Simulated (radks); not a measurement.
Values are calculated unless marked as measured or tabulated.
Isoelectronic series with 7 electrons, each ion in its NIST ground configuration. Level of theory: scalar-relativistic Kohn-Sham, PBE, spin-polarised, spherical densities, finite nucleus; open shells are filled with parallel spins first (spin-orbit coupling, left out, can overturn this in heavy ions); Fermi nuclear charge, rms radius of each element as measured or else 0.836 A^(1/3) + 0.57 fm (a radial shooting solver on a logarithmic mesh with Libxc functionals). Total energies (hartree) and orbital eigenvalues (hartree) (* marks an orbital that is empty in some or all of the ions):

ion,configuration,E (hartree),2p down*,2p up,2s down
N,[He] 2s2 2p3,-54.56778,-0.15176,-0.30498,-0.56240
Mg5+,[He] 2s2 2p3,-187.26815,-5.76853,-6.20375,-6.90884
Cl10+,[He] 2s2 2p3,-402.09996,-17.72209,-18.43408,-19.63454
Ti15+,[He] 2s2 2p3,-699.84780,-35.98669,-36.97572,-38.75855
Co20+,[He] 2s2 2p3,-1081.68946,-60.59839,-61.86533,-64.38390
Ge25+,[He] 2s2 2p3,-1549.17044,-91.61354,-93.15964,-96.65652
Rb30+,[He] 2s2 2p3,-2104.23118,-129.1047,-130.9316,-135.7646
Mo35+,[He] 2s2 2p3,-2749.24127,-173.1600,-175.2695,-181.9420
